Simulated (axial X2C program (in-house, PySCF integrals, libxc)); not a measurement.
**Correcting the dissociation energy of Sn₂⁺ for spin–orbit coupling**

A spin-free CCSD(T) curve (one-electron X2C) was computed with an in-house relativistic program for diatomic molecules, basis Sn dyall-cv3z [11s12p9d4f1g] (cores contracted in-house), for the state M_S = 3/2, Λ = 0 (beyond evenly filled blocks: σα, π+α, π-α). It gives D0 = 2.535 eV to Sn+ + Sn, which in a spin-free picture are the weighted means of the ground terms.

Correlated methods: 7 electrons correlated (number of frozen shells: Sn 4 s, 3 p, 2 d), 321 virtual spin orbitals or spinors in MP2, 90 natural virtuals in coupled cluster.

Measured levels of the ground terms (NIST Handbook of Basic Atomic Spectroscopic Data), in cm⁻¹: Sn+ 2P: J = 1/2 at 0, J = 3/2 at 4251.5; Sn 3P: J = 0 at 0, J = 1 at 1691.8, J = 2 at 3427.7.

The molecular state has Λ = 0, so it has no first-order lowering.

Task: How far does each ground level lie under the (2J+1)-weighted mean of its term?

Result: Sn+: (2 × 0 + 4 × 4251.5)/6 = 2834 cm⁻¹; Sn: (1 × 0 + 3 × 1691.8 + 5 × 3427.7)/9 = 2468 cm⁻¹.

Task: Correct D0.

Result: D0 = 2.535 + (0 − 5302)/8065.5 = 1.878 eV at CCSD(T) with these spin–orbit terms.

Second-order spin–orbit effects in the molecule, which grow quickly with Z, are left out. The state is a single determinant with fixed occupations, the lowest that a limited PBE0 search found. De is counted from the lowest determinant-based energies of the atoms at the same level, without counterpoise correction. Coupled cluster ran in a truncated set of natural virtual spinors; the MP2 energy of the rest was added. (T) has no such correction and the atoms are truncated less, which lowers De at CCSD(T) by a hundredth of an eV or more. PBE0 can misorder states that lie within some tenths of an eV, so this need not be the ground state of the molecule. The nearest other spin-free determinant of the search, M_S = 1/2, Λ = 0, lies 0.41 eV up at the distance of the search. With the outer-core shells frozen, correlated bond lengths of heavy atoms tend to come out a few hundredths of an ångström too long.
